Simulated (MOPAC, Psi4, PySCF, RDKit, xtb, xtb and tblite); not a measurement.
Two geometries of SMILES C[Si]([SiH2][SiH2][SeH])(C)C, singlet, relaxed at GFN2-xTB with one dihedral held; other torsions can differ between them too.

Structure A

```
21

C     -0.0394     1.6328     0.9704
Si     0.9255     0.2627     0.0504
C      1.0062     0.7218    -1.8006
C      2.6962     0.1733     0.7615
Si    -0.2300    -1.7669     0.2827
Si    -2.5308    -1.4955     0.0784
Se    -2.8220    -0.6204    -2.0555
H      0.4657     2.5925     0.9046
H     -0.1596     1.3991     2.0247
H     -1.0319     1.7592     0.5464
H      1.3999     1.7222    -1.9586
H      0.0134     0.6899    -2.2456
H      1.6325     0.0302    -2.3571
H      3.2245     1.1154     0.6435
H      2.6801    -0.0625     1.8214
H      3.2818    -0.5948     0.2652
H     -0.0409    -2.4213     1.5887
H      0.1928    -2.7909    -0.6859
H     -3.4462    -2.6406     0.0787
H     -3.1770    -0.5036     0.9443
H     -4.2418    -0.7367    -2.0907
```

Structure B

```
21

C      2.1553     2.2978     1.2853
Si     2.6128     1.0912     2.6940
C      0.9959     0.5441     3.5504
C      3.6870     2.0259     3.9664
Si     3.7285    -0.7599     1.8094
Si     2.7502    -1.5856    -0.1394
Se     3.8872    -3.4135    -0.9758
H      1.6264     3.1703     1.6582
H      3.0405     2.6527     0.7658
H      1.5153     1.8183     0.5498
H      0.4485     1.3899     3.9572
H      0.3366     0.0348     2.8533
H      1.1951    -0.1394     4.3704
H      3.1725     2.8930     4.3726
H      4.6113     2.3761     3.5161
H      3.9544     1.3841     4.8008
H      5.1389    -0.4558     1.4985
H      3.8373    -1.8615     2.7799
H      2.6921    -0.6480    -1.2652
H      1.4089    -2.1532    -0.0056
H      5.1965    -2.8685    -0.7758
```

Question: Which is lower in energy at the level PBE0-D3(BJ)/def2-SVP // GFN2-xTB in Psi4 1.11, and by how much?

Answer: B is lower, by 1.45 kJ/mol (dihedral Si2–Si5–Si6–Se7: 60° in A, 180° in B).

E(B) − E(A) in kJ/mol at the other levels, on the same two geometries: GFN2-xTB (xtb and tblite) 8.22; PBE0/def2-SVP // GFN2-xTB (Psi4) -4.79; PBE/def2-SVP // GFN2-xTB (Psi4) -5.36; PBE-D3(BJ)/def2-SVP // GFN2-xTB (Psi4) -2.16; UFF // GFN2-xTB (RDKit) -6.14; AM1, restricted, heats of formation // GFN2-xTB (MOPAC) -0.75; PM7, restricted, heats of formation // GFN2-xTB (MOPAC) -2.35; GFN1-xTB // GFN2-xTB (xtb) -6.28; restricted B3LYP/6-31G*, spherical d, density fitting // GFN2-xTB (PySCF) -7.85; restricted MP2 (frozen core)/6-31G*, spherical d // GFN2-xTB (PySCF) -3.11; restricted B3LYP/LANL2DZ, with its core potentials past Ne // GFN2-xTB (PySCF) -7.19.
